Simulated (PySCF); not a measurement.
Simulation results for BH₄OSi, B₂H₃, B₂FH₃N, B₃H₄

Computed with PySCF 2.14.0. Calculation on a computer-drawn molecule: the log of a Hartree-Fock and frozen-core CCSD(T) single point meant for a local Hartree-Fock minimum, with one planted fault or none, to be diagnosed. Offsets are logged minus clean, where the clean run is the same molecule without the fault. The reference is restricted for singlets and unrestricted otherwise, and also for a bond in bohr or an excited solution. Adding or removing an electron swaps singlet and doublet. The excited solution moves the top pair (singlet) or top alpha electron (doublet) to the lowest empty orbital. Highest occupied and lowest empty are orbital energies over both spins, largest force is the largest gradient component, triples share is (T) over the correlation energy, the T1 limit is 0.02 restricted and 0.045 unrestricted, electrons count all cores, a negative frequency is imaginary (commonest isotopes), and the dipole is about the centre of nuclear charge.

Common to all runs: logged SCF converged yes; logged CC converged yes; logged SCF stable within its kind yes; possible faults no fault, one electron removed, one electron added, multiplicity raised by two, geometry at a saddle point, SCF held on an excited solution, minimal basis STO-3G, one bond length entered in bohr, all coordinates scaled.

(1) 
```xyz
7
formula=BH4OSi meant_charge=-1 meant_multiplicity=1 meant_basis=aug-cc-pV(D+d)Z logged_electrons=31 logged_basis_functions=114 logged_spin_squared=0.7814 logged_highest_occupied=-11.258 logged_lowest_empty=-0.84755 logged_largest_force=0.075365 logged_T1_diagnostic=0.081295 logged_D1_diagnostic=0.44765 logged_triples_share=0.038087 logged_dipole_magnitude=3.399 logged_energy_HF=-390.72977 logged_energy_CCSD(T)=-391.17213 planted_fault=one_electron_removed HF_energy_offset_from_clean_run=69.47 CCSD(T)_energy_offset_from_clean_run=92.31
B     -0.3710     2.0070     1.7471
Si    -0.4398     2.2001    -0.2565
O      0.5712     2.4560    -1.3810
H     -1.1497     2.8792     2.1545
H     -0.8702     0.8928     1.9536
H      0.7541     2.1178     2.2167
H     -1.8587     2.0555    -0.7971
```

Units: logged_highest_occupied, logged_lowest_empty in eV; logged_largest_force in hartree/bohr; logged_dipole_magnitude in debye; logged_energy_HF, logged_energy_CCSD(T) in hartree; HF_energy_offset_from_clean_run, CCSD(T)_energy_offset_from_clean_run in kcal/mol.

Drawn bonds:
```tsv
atom	other atom	order
1	2	1
2	3	2
1	4	1
1	5	1
1	6	1
2	7	1
```

Notes: T1 above single-reference limit.

(2) 
```xyz
5
formula=B2H3 meant_charge=0 meant_multiplicity=2 meant_basis=cc-pVDZ logged_electrons=14 logged_basis_functions=43 logged_spin_squared=0 logged_highest_occupied=-0.29971 logged_lowest_empty=8.3457 logged_largest_force=0.031406 logged_T1_diagnostic=0.020676 logged_D1_diagnostic=0.0509 logged_triples_share=0.034061 logged_dipole_magnitude=0.99011 logged_energy_HF=-51.00175 logged_energy_CCSD(T)=-51.22937 planted_fault=one_electron_added HF_energy_offset_from_clean_run=12.63 CCSD(T)_energy_offset_from_clean_run=-14.08
B     -0.0584    -0.6571     0.6060
B     -0.3229     0.3559     1.8146
H      0.1372    -1.4049    -0.2895
H     -1.4236     0.4655     2.2843
H      0.5774     1.0145     2.2618
```

Units: logged_highest_occupied, logged_lowest_empty in eV; logged_largest_force in hartree/bohr; logged_dipole_magnitude in debye; logged_energy_HF, logged_energy_CCSD(T) in hartree; HF_energy_offset_from_clean_run, CCSD(T)_energy_offset_from_clean_run in kcal/mol.

Drawn bonds:
```tsv
atom	other atom	order
1	2	1
1	3	1
2	4	1
2	5	1
```

Notes: T1 above single-reference limit.

(3) 
```xyz
7
formula=B2FH3N meant_charge=0 meant_multiplicity=2 meant_basis=cc-pVDZ logged_electrons=29 logged_basis_functions=71 logged_spin_squared=1.2687 logged_highest_occupied=-9.3944 logged_lowest_empty=1.5995 logged_largest_force=0.026852 logged_T1_diagnostic=0.054971 logged_D1_diagnostic=0.25816 logged_triples_share=0.027995 logged_dipole_magnitude=3.249 logged_energy_HF=-204.91792 logged_energy_CCSD(T)=-205.45633 planted_fault=one_bond_length_entered_in_bohr,row_4_of_the_drawn_bonds HF_energy_offset_from_clean_run=75.64 CCSD(T)_energy_offset_from_clean_run=73.53
B     -2.1330     1.7980     1.7440
B     -0.8682     0.6958     1.9618
N     -0.4736     0.1628     3.1894
F     -0.2132     0.2575     0.8604
H     -2.5300     4.0121     1.6347
H      0.2581    -0.5153     3.2574
H     -0.8940     0.4028     4.0609
```

Units: logged_highest_occupied, logged_lowest_empty in eV; logged_largest_force in hartree/bohr; logged_dipole_magnitude in debye; logged_energy_HF, logged_energy_CCSD(T) in hartree; HF_energy_offset_from_clean_run, CCSD(T)_energy_offset_from_clean_run in kcal/mol.

Drawn bonds:
```tsv
atom	other atom	order
1	2	1
2	3	1
2	4	1
1	5	1
3	6	1
3	7	1
```

Notes: T1 above single-reference limit.

(4) 
```xyz
7
formula=B2FH3N meant_charge=0 meant_multiplicity=2 meant_basis=cc-pVDZ logged_electrons=28 logged_basis_functions=71 logged_spin_squared=0 logged_highest_occupied=-17.311 logged_lowest_empty=-6.8055 logged_largest_force=0.074472 logged_T1_diagnostic=0.021707 logged_D1_diagnostic=0.082615 logged_triples_share=0.025661 logged_dipole_magnitude=7.1781 logged_energy_HF=-204.75358 logged_energy_CCSD(T)=-205.28554 planted_fault=one_electron_removed HF_energy_offset_from_clean_run=178.8 CCSD(T)_energy_offset_from_clean_run=180.7
B     -2.1330     1.7980     1.7440
B     -0.8682     0.6958     1.9618
N     -0.4736     0.1628     3.1894
F     -0.2132     0.2575     0.8604
H     -2.3431     2.9697     1.6862
H      0.2581    -0.5153     3.2574
H     -0.8940     0.4028     4.0609
```

Units: logged_highest_occupied, logged_lowest_empty in eV; logged_largest_force in hartree/bohr; logged_dipole_magnitude in debye; logged_energy_HF, logged_energy_CCSD(T) in hartree; HF_energy_offset_from_clean_run, CCSD(T)_energy_offset_from_clean_run in kcal/mol.

Drawn bonds:
```tsv
atom	other atom	order
1	2	1
2	3	1
2	4	1
1	5	1
3	6	1
3	7	1
```

Notes: T1 above single-reference limit.

(5) 
```xyz
7
formula=B3H4 meant_charge=0 meant_multiplicity=2 meant_basis=cc-pVDZ logged_electrons=19 logged_basis_functions=62 logged_spin_squared=3.7853 logged_highest_occupied=-6.1938 logged_lowest_empty=-0.87799 logged_largest_force=0.054117 logged_T1_diagnostic=0.022506 logged_D1_diagnostic=0.072644 logged_triples_share=0.030287 logged_dipole_magnitude=2.6461 logged_energy_HF=-76.13337 logged_energy_CCSD(T)=-76.40522
B     -0.0621    -0.7719    -0.3389
B      1.4712    -0.8062    -0.3703
B      1.2882    -0.8722     1.3761
H     -1.2173    -0.7549    -0.0962
H      2.4954    -0.8062    -0.9647
H      2.2844    -0.9228     2.0420
H      0.2546    -0.8728     1.9924
```

Units: logged_highest_occupied, logged_lowest_empty in eV; logged_largest_force in hartree/bohr; logged_dipole_magnitude in debye; logged_energy_HF, logged_energy_CCSD(T) in hartree.

Drawn bonds:
```tsv
atom	other atom	order
1	2	1
2	3	1
1	4	1
2	5	1
3	6	1
3	7	1
```

To be estimated
1. Which fault was planted in the run of B₃H₄ (entry 5)?

Answers
1. multiplicity raised by two

Further results for B₃H₄ (entry 5):

| Item | Value |
| --- | --- |
| HF energy offset from clean run | 78.74 kcal/mol |
| CCSD(T) energy offset from clean run | 89.97 kcal/mol |
